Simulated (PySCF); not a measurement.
H5O3SSiTa, SMILES [OH][Ta]([OH])(=[S])[O][SiH3], multiplicity 1.

Geometry optimised at B3LYP-D3(BJ)/def2-SVP. The spin state was assumed, not searched. The def2 effective core potentials stand for the cores of Ta; spin–orbit coupling is left out. The values are those of a single conformer.

Computed with B3LYP-D3(BJ)/def2-SVP run with PySCF 2.14.0.

Frequencies are harmonic and unscaled.

| mode | ν (cm⁻¹) | IR (km/mol) | moving atoms (share of kinetic energy) |
|---|---|---|---|
| 1 | 28 | 0.0 | H 92 % |
| 2 | 46 | 1.7 | S 39 %, Si 31 %, O 15 %, H 11 % |
| 3 | 52 | 0.9 | O 54 %, H 22 %, Si 19 % |
| 4 | 169 | 3.4 | O 56 %, H 20 %, S 11 %, Ta 10 % |
| 5 | 171 | 8.0 | O 40 %, S 33 %, H 16 %, Ta 11 % |
| 6 | 196 | 4.1 | O 76 %, H 11 %, S 9 % |
| 7 | 203 | 1.0 | O 85 %, H 10 % |
| 8 | 208 | 2.4 | O 60 %, Ta 12 %, S 10 %, Si 9 %, H 9 % |
| 9 | 326 | 174.2 | H 81 %, O 17 % |
| 10 | 328 | 59.6 | H 85 %, O 14 % |
| 11 | 422 | 31.6 | Si 46 %, O 23 %, Ta 16 %, H 14 % |
| 12 | 459 | 128.1 | H 74 %, O 25 % |
| 13 | 472 | 238.7 | H 75 %, O 20 % |
| 14 | 529 | 84.0 | S 81 %, Ta 18 % |
| 15 | 720 | 86.4 | O 67 %, H 26 % |
| 16 | 721 | 38.2 | O 64 %, H 24 %, Ta 11 % |
| 17 | 724 | 93.2 | H 67 %, O 25 % |
| 18 | 729 | 116.2 | H 72 %, O 19 % |
| 19 | 956 | 337.9 | H 79 %, Si 11 %, O 10 % |
| 20 | 956 | 78.8 | H 96 % |
| 21 | 962 | 717.4 | H 69 %, O 16 %, Si 15 % |
| 22 | 1032 | 136.9 | O 59 %, H 38 % |
| 23 | 2238 | 89.8 | H 99 % |
| 24 | 2240 | 130.9 | H 96 % |
| 25 | 2242 | 114.9 | H 96 % |
| 26 | 3888 | 373.0 | H 94 % |
| 27 | 3892 | 150.2 | H 94 % |
